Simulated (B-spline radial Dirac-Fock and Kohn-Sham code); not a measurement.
**Magnetic form factor of the 4f shell of Hg³³⁺**

System: the Hg³³⁺ ion, configuration [Kr] 4d10 4f1.

Input file task.json (cfg lists n, l and occupation; rrms is the nuclear radius in fm):

```json
{"items": [{
  "Z": 80,
  "q": 33,
  "cfg": [[1, 0, 2], [2, 0, 2], [2, 1, 6], [3, 0, 2], [3, 1, 6], [3, 2, 10], [4, 0, 2], [4, 1, 6], [4, 2, 10], [4, 3, 1]],
  "A": 202,
  "rrms": 5.4648,
  "do": ["scatter"],
  "s": [0.0, 0.05, 0.06, 0.07, 0.09, 0.11, 0.13, 0.15, 0.18, 0.21, 0.25, 0.3, 0.36, 0.43, 0.51, 0.6, 0.72, 0.85, 1.02, 1.21, 1.44, 1.71, 2.04],
  "pz": [0, 0.1, 0.2, 0.3, 0.4, 0.5, 0.6, 0.8, 1.0, 1.2, 1.4, 1.6, 1.8, 2.0, 2.5, 3.0, 4.0, 5.0, 7.0, 10.0, 15.0, 20.0, 30.0, 40.0, 60.0, 100.0],
  "hv_scatter": [2000, 5000, 10000, 17479.3, 30000, 100000, 500000, 1000000]
}]}
```

Run with: `python xray_run.py task.json out`

Calculated with an atomic code on a B-spline grid, using Dirac-Fock densities. ⟨j_K⟩ is the integral of the 4f radial density with the spherical Bessel function j_K(4πsr), s = sin θ/λ.

Hund's rules give S = 1/2, L = 3, J = 5/2 for 4f1, so g = 0.857, and the dipole approximation is F = ⟨j0⟩ + C₂⟨j2⟩ with C₂ = (2 − g)/g = 1.333.

```tsv
s (Å⁻¹)	⟨j0⟩	⟨j2⟩	⟨j4⟩	⟨j6⟩	F (dipole)
0	1.0000	0.0000	0.0000	0.0000	1.0000
0.05	0.9970	0.0012	0.0000	0.0000	0.9986
0.06	0.9957	0.0017	0.0000	0.0000	0.9980
0.07	0.9941	0.0023	0.0000	0.0000	0.9973
0.09	0.9903	0.0039	0.0000	0.0000	0.9955
0.11	0.9856	0.0057	0.0000	0.0000	0.9933
0.13	0.9799	0.0080	0.0000	0.0000	0.9906
0.15	0.9734	0.0106	0.0000	0.0000	0.9875
0.18	0.9619	0.0151	0.0001	0.0000	0.9820
0.21	0.9484	0.0204	0.0002	0.0000	0.9756
0.25	0.9277	0.0285	0.0003	0.0000	0.9657
0.3	0.8975	0.0401	0.0007	0.0000	0.9509
0.36	0.8556	0.0559	0.0013	0.0000	0.9302
0.43	0.8002	0.0763	0.0026	0.0001	0.9019
0.51	0.7303	0.1011	0.0049	0.0001	0.8650
0.6	0.6462	0.1292	0.0087	0.0004	0.8184
0.72	0.5309	0.1643	0.0160	0.0010	0.7500
0.85	0.4096	0.1958	0.0269	0.0023	0.6707
1.02	0.2681	0.2223	0.0448	0.0055	0.5646
1.21	0.1430	0.2306	0.0670	0.0115	0.4504
1.44	0.0412	0.2149	0.0918	0.0221	0.3277
```

Radial moments of the shell: ⟨r²⟩ = 0.1627, ⟨r⁴⟩ = 0.04244, ⟨r⁶⟩ = 0.01626 in powers of bohr.
